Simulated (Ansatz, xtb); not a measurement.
**Two isomers of CH3BI**

We compare a, `B[CH]I`, a doublet, with b, `C[B]I`, a doublet. Both are isolated molecules in the gas phase, relaxed with PBE0-D3(BJ)/def2-SVP; the shapes shown needn't be the lowest conformers.

a (Å):

```xyz
6

C     0.5938    0.5120   -0.5919
B    -0.7741    0.6097    0.0630
I     0.9029   -0.4145   -2.4015
H    -0.8518    1.1776    1.1285
H    -1.7534    0.1371   -0.4604
H     1.5284    0.9107   -0.1845
```

b (Å):

```xyz
6

C    -2.6195    0.6033   -0.5201
B    -2.1606    1.7133   -1.4943
I    -1.8594    1.5474   -3.5742
H    -1.6925    0.1127   -0.1641
H    -3.2450   -0.1763   -0.9844
H    -3.1219    1.0072    0.3722
```

Quicker runs give these differences E(b) − E(a): GFN2-xTB −5.6 kcal/mol; HF/STO-3G −10.1 kcal/mol (at GFN2-xTB geometries); r2SCAN-D4/def2-SVP −20.9 kcal/mol (at GFN2-xTB geometries).

Problem. Estimate E(b) − E(a) at the level CCSD(T)/def2-SVP + ΔMP2/def2-TZVPP.

Solution. Calculated at CCSD(T)/def2-SVP + ΔMP2/def2-TZVPP: E(b) − E(a) = −16.7 kcal/mol, so structure b lies lower.

How the difference moves with the method:

```tsv
level	geometry	E(b) − E(a) (kcal/mol)	departure from the last row (kcal/mol)	job, with rough time for the two
GFN2-xTB	GFN2-xTB	−5.6	+11.0	optimisation, 0.13 s
HF/STO-3G	GFN2-xTB	−10.1	+6.5	single point, 1 s
r2SCAN-D4/def2-SVP	GFN2-xTB	−20.9	−4.2	single point, 6.6 s
PBE0-D3(BJ)/def2-SVP	PBE0-D3(BJ)/def2-SVP	−20.3	−3.6	optimisation, 96 s
HF/def2-SVP	PBE0-D3(BJ)/def2-SVP	−18.6	−1.9	part of the CCSD(T) run
MP2/def2-SVP	PBE0-D3(BJ)/def2-SVP	−23.5	−6.8	part of the CCSD(T) run
CCSD(T)/def2-SVP	PBE0-D3(BJ)/def2-SVP	−19.6	−2.9	single point
CCSD(T)/def2-SVP + ΔMP2/def2-TZVPP	PBE0-D3(BJ)/def2-SVP	−16.7		single point, 40 s
```

As drawn, b has 1 B–I, 2 C–H in place of 1 C–I, 2 B–H.

The levels shown agree on the order. The largest departure from CCSD(T)/def2-SVP + ΔMP2/def2-TZVPP is that of GFN2-xTB, 11.0 kcal/mol. The last row adds to CCSD(T) the change of the MP2 difference between the two basis sets, here +2.9 kcal/mol.

With harmonic frequencies from PBE0-D3(BJ)/def2-SVP (ideal gas, rigid rotor, one conformer each, 600 K, 1 atm): the zero-point term adds +2.1 kcal/mol; ΔH is −14.7 and ΔG −15.5 kcal/mol.

Open shells are spin-unrestricted. The correlated steps freeze 6 core orbitals; the filled d shell of I is correlated, in a basis made for valence electrons. Atoms past krypton carry core potentials in the def2 sets, other sets are all-electron and non-relativistic, and no spin–orbit term is included. Mirror images aren't counted in ΔG. Run with Ansatz 0.2.0, xtb 6.7.1; the last row on 1 thread of Arm Neoverse V1 on a shared host.
